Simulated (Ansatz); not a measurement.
Ansatz (a program for electronic structure) input for ClFHNOW, SMILES [NH]=[W](=[O])([F])[Cl], multiplicity 1, PBE-D3(BJ)/def2-SVP. 

Ansatz 0.2 input:
```yaml
crystal:
  periodic: [false, false, false]
  atoms:
    - {symbol: W, position_ang: [0.11361856, 0.05632358, -0.16505856]}
    - {symbol: O, position_ang: [1.74190278, 0.24927608, 0.19819987]}
    - {symbol: N, position_ang: [-0.17478441, -1.05001196, -1.52969631]}
    - {symbol: H, position_ang: [-0.09315651, -1.68468154, -2.32416599]}
    - {symbol: F, position_ang: [-0.70331539, 1.70759035, -0.43416273]}
    - {symbol: Cl, position_ang: [-0.86450060, -0.73504128, 1.62166110]}
basis:
  gaussian:
    orbitals: def2-SVP
hamiltonian:
  xc: pbe
  dispersion: d3bj
relax: {f_tol: 0.002, max_steps: 200}
```

Output:

```
WARN ansatz: RAYON_NUM_THREADS=1 ignored (pool sized by the plan → 1); use --threads N
Functional definition: PBE
integrals: 0.04 GiB planned
1023 factors; their error is unknown
mean field: 0.25 GiB planned
mean field evaluation 1: about -20584.4590 eV, gradient 1.0e2 eV
mean field evaluation 2: about -20311.7790 eV, gradient 3.1e2 eV
mean field evaluation 4: about -20598.1933 eV, gradient 5.8e1 eV
mean field evaluation 8: about -20604.6741 eV, gradient 3.9e0 eV
mean field evaluation 16: about -20604.6545 eV, gradient 1.7e-3 eV
mean field -20604.65454438 eV, -757.2070881696 hartree, gradient 1.5e-5 eV, S^2 0.000000; 0 other end points of the search recorded, 0 dependent functions left out
the calculation of the forces begins
reference -20604.65460750 eV, -757.2070904890 hartree; 28, 28 occupied and 69, 69 virtual orbitals, 1023 factors
relax step   1: F+E_penalty+E_count = -20604.80444515 eV  Δ(F+E_penalty+E_count) = +0.000e0 eV  max|allowed force component| = 2.632e0 eV/Å  Δτ_max = 0.0000 Å  (31 SCF iters, accepted)
these checks for a lower state are left out or cut short: starts, cluster_reference, orbital_swaps, neighbouring_geometries, increment
integrals: 0.04 GiB planned
1023 factors; their error is unknown
mean field: 0.25 GiB planned
mean field -20604.93670196 eV, -757.2174572694 hartree, gradient 2.1e-5 eV, S^2 0.000000; 0 other end points of the search recorded, 0 dependent functions left out
the calculation of the forces begins
reference -20604.93676507 eV, -757.2174595886 hartree; 28, 28 occupied and 69, 69 virtual orbitals, 1023 factors
relax step   2: F+E_penalty+E_count = -20605.08349184 eV  Δ(F+E_penalty+E_count) = -2.790e-1 eV  max|allowed force component| = 5.182e-1 eV/Å  Δτ_max = 0.1947 Å  (37 SCF iters, accepted)
these checks for a lower state are left out or cut short: starts, cluster_reference, orbital_swaps, neighbouring_geometries, increment
integrals: 0.04 GiB planned
1023 factors; their error is unknown
mean field: 0.25 GiB planned
mean field evaluation 32: about -20604.9533 eV, gradient 1.6e-1 eV
mean field -20604.95335844 eV, -757.2180693837 hartree, gradient 1.4e-5 eV, S^2 0.000000; 0 other end points of the search recorded, 0 dependent functions left out
the calculation of the forces begins
reference -20604.95342166 eV, -757.2180717070 hartree; 28, 28 occupied and 69, 69 virtual orbitals, 1023 factors
relax step   3: F+E_penalty+E_count = -20605.10118562 eV  Δ(F+E_penalty+E_count) = -1.769e-2 eV  max|allowed force component| = 3.872e-1 eV/Å  Δτ_max = 0.0512 Å  (41 SCF iters, accepted)
these checks for a lower state are left out or cut short: starts, cluster_reference, orbital_swaps, neighbouring_geometries, increment
integrals: 0.04 GiB planned
1023 factors; their error is unknown
mean field: 0.25 GiB planned
mean field -20604.95995758 eV, -757.2183118976 hartree, gradient 9.5e-6 eV, S^2 0.000000; 0 other end points of the search recorded, 0 dependent functions left out
the calculation of the forces begins
reference -20604.96002081 eV, -757.2183142214 hartree; 28, 28 occupied and 69, 69 virtual orbitals, 1023 factors
relax step   4: F+E_penalty+E_count = -20605.10788746 eV  Δ(F+E_penalty+E_count) = -6.702e-3 eV  max|allowed force component| = 2.850e-1 eV/Å  Δτ_max = 0.0230 Å  (34 SCF iters, accepted)
these checks for a lower state are left out or cut short: starts, cluster_reference, orbital_swaps, neighbouring_geometries, increment
integrals: 0.04 GiB planned
1023 factors; their error is unknown
mean field: 0.25 GiB planned
mean field -20604.96935380 eV, -757.2186572023 hartree, gradient 2.3e-5 eV, S^2 0.000000; 0 other end points of the search recorded, 0 dependent functions left out
the calculation of the forces begins
reference -20604.96941715 eV, -757.2186595303 hartree; 28, 28 occupied and 69, 69 virtual orbitals, 1023 factors
relax step   5: F+E_penalty+E_count = -20605.11738916 eV  Δ(F+E_penalty+E_count) = -9.502e-3 eV  max|allowed force component| = 1.784e-1 eV/Å  Δτ_max = 0.0353 Å  (33 SCF iters, accepted)
these checks for a lower state are left out or cut short: starts, cluster_reference, orbital_swaps, neighbouring_geometries, increment
integrals: 0.04 GiB planned
1023 factors; their error is unknown
mean field: 0.25 GiB planned
mean field -20604.97636627 eV, -757.2189149060 hartree, gradient 1.1e-5 eV, S^2 0.000000; 0 other end points of the search recorded, 0 dependent functions left out
the calculation of the forces begins
reference -20604.97642984 eV, -757.2189172420 hartree; 28, 28 occupied and 69, 69 virtual orbitals, 1023 factors
relax step   6: F+E_penalty+E_count = -20605.12451594 eV  Δ(F+E_penalty+E_count) = -7.127e-3 eV  max|allowed force component| = 2.454e-1 eV/Å  Δτ_max = 0.0584 Å  (33 SCF iters, accepted)
these checks for a lower state are left out or cut short: starts, cluster_reference, orbital_swaps, neighbouring_geometries, increment
integrals: 0.04 GiB planned
1023 factors; their error is unknown
mean field: 0.25 GiB planned
mean field evaluation 64: about -20604.9781 eV, gradient 1.3e-5 eV
mean field -20604.97813489 eV, -757.2189799012 hartree, gradient 1.3e-5 eV, S^2 0.000000; 0 other end points of the search recorded, 0 dependent functions left out
the calculation of the forces begins
reference -20604.97819848 eV, -757.2189822384 hartree; 28, 28 occupied and 69, 69 virtual orbitals, 1023 factors
relax step   7: F+E_penalty+E_count = -20605.12627845 eV  Δ(F+E_penalty+E_count) = -1.763e-3 eV  max|allowed force component| = 1.371e-1 eV/Å  Δτ_max = 0.0064 Å  (34 SCF iters, accepted)
these checks for a lower state are left out or cut short: starts, cluster_reference, orbital_swaps, neighbouring_geometries, increment
integrals: 0.04 GiB planned
1023 factors; their error is unknown
mean field: 0.25 GiB planned
mean field -20604.97881990 eV, -757.2190050752 hartree, gradient 1.3e-5 eV, S^2 0.000000; 0 other end points of the search recorded, 0 dependent functions left out
the calculation of the forces begins
reference -20604.97888354 eV, -757.2190074139 hartree; 28, 28 occupied and 69, 69 virtual orbitals, 1023 factors
relax step   8: F+E_penalty+E_count = -20605.12698524 eV  Δ(F+E_penalty+E_count) = -7.068e-4 eV  max|allowed force component| = 1.778e-2 eV/Å  Δτ_max = 0.0096 Å  (33 SCF iters, accepted)
these checks for a lower state are left out or cut short: starts, cluster_reference, orbital_swaps, neighbouring_geometries, increment
integrals: 0.04 GiB planned
1023 factors; their error is unknown
mean field: 0.25 GiB planned
mean field -20604.97877142 eV, -757.2190032935 hartree, gradient 1.3e-5 eV, S^2 0.000000; 0 other end points of the search recorded, 0 dependent functions left out
the calculation of the forces begins
reference -20604.97883507 eV, -757.2190056324 hartree; 28, 28 occupied and 69, 69 virtual orbitals, 1023 factors
relax step   9: F+E_penalty+E_count = -20605.12698269 eV  Δ(F+E_penalty+E_count) = +2.550e-6 eV  max|allowed force component| = 1.409e-2 eV/Å  Δτ_max = 0.0044 Å  (33 SCF iters, rejected (line search))
these checks for a lower state are left out or cut short: starts, cluster_reference, orbital_swaps, neighbouring_geometries, increment
integrals: 0.04 GiB planned
1023 factors; their error is unknown
mean field: 0.25 GiB planned
mean field -20604.97882187 eV, -757.2190051476 hartree, gradient 1.3e-5 eV, S^2 0.000000; 0 other end points of the search recorded, 0 dependent functions left out
the calculation of the forces begins
reference -20604.97888551 eV, -757.2190074863 hartree; 28, 28 occupied and 69, 69 virtual orbitals, 1023 factors
relax step  10: F+E_penalty+E_count = -20605.12700154 eV  Δ(F+E_penalty+E_count) = -1.630e-5 eV  max|allowed force component| = 3.219e-3 eV/Å  Δτ_max = 0.0022 Å  (34 SCF iters, accepted)
these checks for a lower state are left out or cut short: starts, cluster_reference, orbital_swaps, neighbouring_geometries, increment
integrals: 0.04 GiB planned
1023 factors; their error is unknown
mean field: 0.25 GiB planned
mean field -20604.97882176 eV, -757.2190051435 hartree, gradient 8.2e-5 eV, S^2 0.000000; 0 other end points of the search recorded, 0 dependent functions left out
the calculation of the forces begins
reference -20604.97888540 eV, -757.2190074822 hartree; 28, 28 occupied and 69, 69 virtual orbitals, 1023 factors
relax step  11: F+E_penalty+E_count = -20605.12700187 eV  Δ(F+E_penalty+E_count) = -3.377e-7 eV  max|allowed force component| = 1.344e-3 eV/Å  Δτ_max = 0.0005 Å  (21 SCF iters, accepted)
integrals: 0.04 GiB planned
1023 factors; their error is unknown
mean field: 0.25 GiB planned
mean field evaluation 96: about -20599.9007 eV, gradient 4.9e1 eV
mean field -20604.97882176 eV, -757.2190051435 hartree, gradient 8.2e-5 eV, S^2 0.000000; 1 other end points of the search recorded, 0 dependent functions left out
the calculation of the forces begins
reference -20604.97888540 eV, -757.2190074822 hartree; 28, 28 occupied and 69, 69 virtual orbitals, 1023 factors
Total energy: -20605.12706551 eV, -757.2244530009 hartree
Atom 0 at     0.024178     0.086178    -0.135062 Å, force    -0.000270     0.000805    -0.000615 eV/Å
Atom 1 at     1.726798     0.169024     0.062646 Å, force    -0.000045    -0.000558    -0.000046 eV/Å
Atom 2 at    -0.299011    -0.988690    -1.489758 Å, force     0.000134    -0.000659     0.001344 eV/Å
Atom 3 at     0.080415    -1.607806    -2.214704 Å, force     0.000082     0.000675    -0.000162 eV/Å
Atom 4 at    -0.640565     1.787391    -0.586903 Å, force    -0.000025     0.000064    -0.000229 eV/Å
Atom 5 at    -0.872050    -0.902642     1.730558 Å, force     0.000125    -0.000327    -0.000292 eV/Å
Dipole moment:    -0.111658    -0.202018    -0.201387 e Å
```

Self-consistency was reached.
